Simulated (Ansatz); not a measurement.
Cost and result for the atomization energy of ClH$_{7}$O$_{2}$Si$_{3}$ (`[SiH3]O[SiH](Cl)O[SiH3]`) (13 atoms, 12 bonds).

Cartesian coordinates in Å:
```
Si -0.088 -2.461 -0.144
O 0.944 -1.183 -0.080
Si 1.235 0.258 0.585
Cl 0.460 0.271 2.487
O 0.546 1.444 -0.264
Si -0.848 2.247 -0.600
H 0.367 -3.347 -1.240
H -0.065 -3.193 1.146
H -1.467 -1.984 -0.420
H 2.683 0.486 0.652
H -1.299 2.998 0.598
H -1.901 1.281 -1.006
H -0.568 3.184 -1.713
```

Total charge 0; spin multiplicity 1. The geometry is a stationary point of PBE0-D4/def2-TZVP. It is one conformer, not always the lowest. Program: Ansatz. All runs use 2 threads of an AMD EPYC 7R13 on a shared host and a share of an NVIDIA H100 80 GB. Times are those of one run each, without the atoms' runs, and a repeat can differ threefold. Electronic energies, without spin–orbit coupling; frozen cores. CCSD(T)/CBS adds CCSD(T) − MP2 in def2-TZVPP to the MP2 limit, and its time is that of the two runs behind it. T1 = 0.011. B3LYP takes the VWN-RPA correlation (the form of Gaussian; ORCA's B3LYP/G).

CCSD(T)/CBS is a level of theory with its own doubt, some kJ/mol a heavy atom from the limit and from the frozen cores, so smaller differences don't rank the functionals.

```csv
level,functions,wall time,atomization (kJ/mol),difference from CCSD(T)/CBS,per bond
PBE-D4/def2-TZVPP (with forces),328,2.4 s,4540.4,-72.5,-6.0
PBE0-D4/def2-TZVPP,328,2.4 s,4504.4,-108.5,-9.0
B3LYP-D4/def2-TZVPP (with forces),328,2.6 s,4564.3,-48.6,-4.1
B2PLYP/def2-TZVPP,328,2.8 s,4523.8,-89.1,-7.4
ωB97X-V/def2-TZVPP,328,2.9 s,4617.7,4.8,0.4
r2SCAN-D4/def2-TZVPP (with forces),328,3.5 s,4585.2,-27.7,-2.3
MP2/def2-QZVPP,604,3.6 s,4629.6,16.7,1.4
ωB97M-V/def2-TZVPP (with forces),328,3.8 s,4601.1,-11.8,-1.0
CCSD(T)/def2-TZVPP,328,4.7 s,4474.7,-138.2,-11.5
CCSD(T)/CBS(def2),–,8.3 s,4612.9,0.0,0.0
```

In def2-TZVPP, CCSD(T) changes the Hartree–Fock value by +1003.2 kJ/mol (the triples alone add +51.8 kJ/mol) and MP2 by +1073.4 kJ/mol; breaking electron pairs costs correlation energy, which Hartree–Fock lacks. From PBE to PBE0 (25 % exact exchange), in def2-TZVPP and without D4, the atomization energy moves by −31.0 kJ/mol: exact exchange takes away binding that semilocal exchange gives to molecules. The D4 term adds +60.4 kJ/mol with B3LYP and +32.5 kJ/mol with PBE0; it sums over pairs of atoms, weighted by their polarisabilities, and B3LYP, whose exchange is more repulsive, gets the larger term.
